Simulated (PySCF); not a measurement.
Computed shifts of a molecule C₅H₅N, PBE0/pcSseg-1 (PySCF), GIAO, gas phase, equivalent atoms averaged, in ppm (number of nuclei): ¹³C: 159.0 (2), 143.4 (1), 131.2 (2). ¹⁵N: 369.3 (1). ¹H: 9.15 (2), 8.03 (1), 7.55 (2). References: ¹³C against TMS (σ = 186.3 ppm); ¹⁵N against NH3 (σ = 267.4 ppm); ¹H against TMS (σ = 31.56 ppm), references at their B3LYP-D3(BJ)/def2-TZVP geometries, non-relativistic. Geometry optimised at B3LYP-D3(BJ)/def2-SVP. One conformer was computed; it need not be the lowest.

**Question.** Pick the molecule that these values belong to.
A. C#CC1=NCC1
B. C=C=CCC#N
C. C#CC=C=CN
D. c1ccncc1

**Answer.** D, c1ccncc1
